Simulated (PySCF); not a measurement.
## GeSBr2: breathing scan

Method: PySCF, PBE0, basis Ge def2-SVP, S def2-SVP, Br def2-SVP (no relativity, density fitting).

Rigid scan from the singlet minimum (Ge–Br 2.280 Å (×2), Ge–S 2.016 Å; Br–Ge–Br 106.3°, Br–Ge–S 126.8° (×2)). Coordinate: all bonds to the central atom scaled together. Energies in kJ/mol from the minimum.

```json
{"scale of all bonds to the centre": "0.88", "E (kJ/mol)": "293.7", "dipole size (D)": "2.15"}
{"scale of all bonds to the centre": "0.92", "E (kJ/mol)": "112.8", "dipole size (D)": "2.01"}
{"scale of all bonds to the centre": "0.96", "E (kJ/mol)": "24.5", "dipole size (D)": "1.85"}
{"scale of all bonds to the centre": "1.00", "E (kJ/mol)": "0.0", "dipole size (D)": "1.65"}
{"scale of all bonds to the centre": "1.04", "E (kJ/mol)": "18.7", "dipole size (D)": "1.42"}
{"scale of all bonds to the centre": "1.08", "E (kJ/mol)": "65.4", "dipole size (D)": "1.17"}
{"scale of all bonds to the centre": "1.14", "E (kJ/mol)": "165.5", "dipole size (D)": "0.74"}
{"scale of all bonds to the centre": "1.22", "E (kJ/mol)": "320.3", "dipole size (D)": "0.14"}
{"scale of all bonds to the centre": "1.35", "E (kJ/mol)": "562.3", "dipole size (D)": "0.84"}
```

At long bonds a restricted determinant can lie too high, and another spin state can fall below this curve.
